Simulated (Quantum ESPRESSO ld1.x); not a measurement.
Co3.125+, 23.875 electrons, occupied as [Ar] 3d5.875 (fractional occupations, a model configuration). Method: non-relativistic Kohn-Sham, BLYP, spin-unpolarised, spherical densities, point nucleus; computed with ld1.x of Quantum ESPRESSO 7.5.

Radial electron density D(r) = 4 pi r^2 rho(r):

```
   r/bohr * D(r) (the largest magnitude, 36.4, reaches the edge; | marks zero)
 0.001859 |*
 0.002096 |*
 0.002363 |*
 0.002664 | *
 0.003004 | *
 0.003387 | *
 0.003819 |  *
 0.004306 |   *
 0.004816 |    *
  0.00543 |     *
 0.006122 |      *
 0.006903 |       *
 0.007783 |         *
 0.008775 |           *
 0.009894 |              *
  0.01116 |                *
  0.01258 |                   *
  0.01418 |                       *
  0.01599 |                          *
  0.01803 |                              *
  0.02033 |                                  *
  0.02292 |                                      *
  0.02584 |                                         *
  0.02913 |                                            *
  0.03259 |                                              *
  0.03674 |                                                *
  0.04143 |                                                *
  0.04671 |                                               *
  0.05266 |                                             *
  0.05938 |                                           *
  0.06695 |                                        *
  0.07548 |                                      *
  0.08511 |                                      *
  0.09596 |                                      *
   0.1082 |                                        *
    0.122 |                                            *
   0.1375 |                                                *
   0.1551 |                                                    *
   0.1748 |                                                      *
   0.1971 |                                                     *
   0.2205 |                                                  *
   0.2486 |                                            *
   0.2803 |                                    *
   0.3161 |                             *
   0.3564 |                        *
   0.4018 |                     *
    0.453 |                     *
   0.5108 |                       *
   0.5759 |                         *
   0.6493 |                           *
   0.7321 |                          *
   0.8254 |                       *
   0.9307 |                   *
    1.049 |              *
    1.183 |         *
    1.334 |      *
    1.492 |   *
    1.682 | *
    1.897 |*
    2.139 |*
    2.411 *
    2.719 *
    3.065 *
    3.456 *
```

D(r) has 3 maxima, at r = 0.0401, 0.181, 0.655 bohr, and minima at 0.0865, 0.422 bohr, inside which lie 2.12, 10.74 electrons.
